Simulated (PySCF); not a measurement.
## Orbital energies, ionisation energy and electron affinity

Species: C₂H₄Cl₂Ga₂.
SMILES with atom numbers: `[CH:1]#[C:2][GaH-:3]1[Cl+:4][GaH2-:5][Cl+:6]1` (hydrogens: H7 on C1; H8 on Ga3; H9, H10 on Ga5)

Structure used (PBE0-D3(BJ)/def2-SVP), in Å, numbered top down from 1:
```xyz
10
C2H4Cl2Ga2 angstrom
C      3.0829   -0.3478    0.1551
C      2.0338    0.2482   -0.0134
Ga     0.4020    1.1890   -0.2997
Cl    -0.7638   -0.0331   -1.9519
Ga    -2.2625   -0.8581   -0.2970
Cl    -1.1110    0.4294    1.3430
H      4.0066   -0.8807    0.3038
H      0.1309    2.6933   -0.5313
H     -1.8576   -2.3359   -0.0472
H     -3.6111   -0.1254   -0.5352
```

Level: CAM-B3LYP/def2-SVPD (PySCF). Frontier orbitals with their largest atomic shares (Löwdin; up to four atoms above 4 %):

```tsv
orbital	ε (eV)	main atoms
HOMO−3	-10.89	H8 16 %, Ga5 16 %, H10 16 %, Ga3 15 %
HOMO−2	-10.04	Ga5 22 %, Cl4 18 %, Cl6 18 %, H9 17 %
HOMO−1	-9.71	C2 44 %, C1 43 %, H7 4 %
HOMO	-9.64	?
LUMO	-0.32	Ga3 21 %, Ga5 21 %, Cl4 13 %, Cl6 13 %
LUMO+1	0.16	Ga5 26 %, Ga3 18 %, Cl6 15 %, Cl4 15 %
LUMO+2	0.61	Ga3 22 %, Ga5 20 %, Cl4 13 %, Cl6 13 %
```

Q: What vertical ionisation energy does ΔSCF give, and how far is −ε(HOMO) from it?

A: ΔSCF: 10.55 eV (1018 kJ/mol; threshold wavelength 118 nm); ⟨S²⟩ of the doublet left behind is 0.757, against 0.75 for a pure doublet. −ε(HOMO) is 9.64 eV, 0.91 eV below it. In exact Kohn–Sham theory the two would be equal; CAM-B3LYP (range-separated hybrid) falls short of its own ΔSCF value by 9 %.

Q: On which atoms does the HOMO lie?

A: C2 (alkyne carbon) 42 %, C1 (terminal alkyne carbon) 42 %, Ga3 (gallium bonded to C, 2 Cl and H) 6 %, H7 (alkyne hydrogen) 4 %. The HOMO−1 lies 0.07 eV lower.

Q: And the vertical electron affinity, the fundamental gap, Mulliken's electronegativity and the hardness (with the factor ½)?

A: EA = -0.30 eV by ΔSCF (−ε(LUMO) = 0.32 eV); a negative value means that the added electron isn't bound at this geometry and level, and the number then depends on the basis. IE − EA = 10.85 eV against an orbital gap of 9.32 eV; (IE + EA)/2 = 5.12 eV; (IE − EA)/2 = 5.43 eV.

Q: Shift the occupied levels rigidly so that −ε(HOMO) equals the ΔSCF value. What binding energies result?

A: The shift is +0.91 eV: HOMO 10.55, HOMO−1 10.62, HOMO−2 10.95, HOMO−3 11.80 eV. A rigid shift is only a rough guide to the deeper ionisations.

Q: How many of the 10 lowest singlet excitations (vertical TDDFT, same level) lie below the ionisation energy?

A: All 10; they run from 5.68 to 7.69 eV.

Q: With α = 104.5 au, estimate the like-pair dispersion coefficient by London's formula C6 = (3/4)α²I.

A: I = 0.3876 Eh, so C6 ≈ 3170 au, a rough estimate.

Q: What total energies stand behind the ΔSCF value?

A: E(N) = -4848.17598 Eh and E(N − 1) = -4847.78842 Eh at the same geometry, 0.38756 Eh apart. With one more electron, E(N + 1) = -4848.16495 Eh.

Isolated species at its PBE0-D3(BJ)/def2-SVP geometry, gas phase. The calculation is non-relativistic, for gallium too.
